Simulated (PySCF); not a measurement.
PySCF 2.14 output of a UHF calculation on a single atom or ion in aug-cc-pVDZ-PP with ECP28MDF (5s5p4d2f, 54 functions), with scalar relativity through the core potential:

```
SCF conv_tol = 1e-09
number electrons alpha = 9  beta = 8
cycle= 1 E= -126.376152798675  delta_E= -0.00393  |g|= 0.0202  |ddm|= 0.0416
cycle= 2 E= -126.376344633681  delta_E= -0.000192  |g|= 0.00583  |ddm|= 0.012
cycle= 3 E= -126.376411336702  delta_E= -6.67e-05  |g|= 0.00328  |ddm|= 0.00904
cycle= 4 E= -126.376450935149  delta_E= -3.96e-05  |g|= 0.00192  |ddm|= 0.00921
cycle= 5 E= -126.37646489989  delta_E= -1.4e-05  |g|= 0.000617  |ddm|= 0.0076
cycle= 6 E= -126.376466526162  delta_E= -1.63e-06  |g|= 0.000246  |ddm|= 0.00245
cycle= 7 E= -126.376466813955  delta_E= -2.88e-07  |g|= 6.89e-05  |ddm|= 0.00108
cycle= 8 E= -126.376466831393  delta_E= -1.74e-08  |g|= 9.43e-06  |ddm|= 0.000288
cycle= 9 E= -126.376466831532  delta_E= -1.38e-10  |g|= 1.79e-06  |ddm|= 2.16e-05
converged SCF energy = -126.376466831532  <S^2> = 0.75594406  2S+1 = 2.0059352
```

The run itself started from symmetry-adapted Hartree-Fock orbitals and held the occupation by maximum overlap, so the iterations belong to that start.

Which element, charge and spin multiplicity is this?

Pd⁺ (palladium, charge +1), multiplicity 2; the state was [Kr] 4d9, 2D determinant.

Energies and moments cover only the electrons outside the core potential.
